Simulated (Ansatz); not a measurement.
Reaction (formal exchange of groups at a C–S bond): `CSBO[SiH3]` + `COCOC` → `COC(C)OC` + `[SiH3]OBS`

Program: Ansatz. Geometries: PBE0-D4/def2-TZVP. ΔE: electronic, gas phase. CCSD(T)/CBS adds triple-zeta CCSD(T) − MP2 to the extrapolated MP2 energy (def2 sets, frozen cores). DFT in def2-TZVPP. One conformer a species, not always the lowest.

`CSBO[SiH3]`:

```xyz
12

C     0.597   -2.477    0.501
S     0.317   -0.720    0.824
B    -0.152   -0.088   -0.793
O    -0.447    1.219   -0.972
Si   -0.503    2.552    0.006
H     0.391   -2.696   -0.545
H     1.633   -2.725    0.731
H    -0.064   -3.067    1.135
H    -0.204   -0.840   -1.725
H     0.823    2.776    0.635
H    -0.860    3.700   -0.857
H    -1.532    2.363    1.059
```

`COCOC`:

Cartesian coordinates in Å:
```
C -1.374 -1.070 0.676
O -0.425 -0.124 1.110
C 0.825 -0.292 0.522
O 0.846 -0.025 -0.844
C 0.629 1.334 -1.147
H -2.295 -0.876 1.225
H -1.037 -2.093 0.891
H -1.569 -0.986 -0.398
H 1.168 -1.330 0.622
H 1.497 0.387 1.063
H 0.709 1.438 -2.229
H 1.388 1.968 -0.669
H -0.361 1.669 -0.823
```

`COC(C)OC`:

Z-matrix (Å, degrees):
```
C
O 1 1.408
H 1 1.099 2 111.0
H 1 1.093 2 111.6 3 121.7
H 1 1.090 2 107.0 3 -118.7
C 2 1.383 1 113.8 3 -56.7
O 6 1.411 2 108.5 1 -65.3
C 6 1.508 2 107.8 1 173.3
H 6 1.108 2 109.8 1 52.3
C 7 1.400 6 114.2 2 156.3
H 8 1.091 6 109.1 2 58.3
H 8 1.091 6 110.7 2 178.3
H 8 1.091 6 110.3 2 -61.6
H 10 1.099 7 111.5 6 -55.4
H 10 1.098 7 112.4 6 66.5
H 10 1.090 7 107.3 6 -174.5
```

`[SiH3]OBS`:

```xyz
9

Si   -1.361    0.122    0.256
O    -0.118    0.282   -0.811
B     1.216    0.114   -0.920
S     2.315   -0.476    0.388
H    -2.290   -0.905   -0.270
H    -0.872   -0.292    1.598
H    -2.042    1.433    0.360
H     1.754    0.368   -1.957
H     1.397   -0.646    1.356
```

```json
{"level": "LDA (SPW92)", "ΔE (kJ/mol)": "-23.9"}
{"level": "r2SCAN-D4", "ΔE (kJ/mol)": "-17.2"}
```

(1) What does CCSD(T)/CBS give? (Best estimate.)

Largest T1 diagnostic among the species: 0.013.

## Answers

(1) The calculation gave: -18.2 kJ/mol. The listed levels differ from it by -5.7, 1.0 kJ/mol.

From BLYP to BHLYP (50 % exact exchange), in def2-TZVPP and without D4, ΔE moves by −7.1 kJ/mol. Leaving LDA and LC-ωPBE aside and taking each functional with its dispersion term where it has one, the values, not all of them listed here, spread over 10.2 kJ/mol, from B97M-V to revPBE-D4. LDA lies −11.5 kJ/mol from PBE without D4. At CCSD(T), def2-SVP lies −11.3 kJ/mol from the extrapolated value and def2-TZVPP −1.5 kJ/mol.
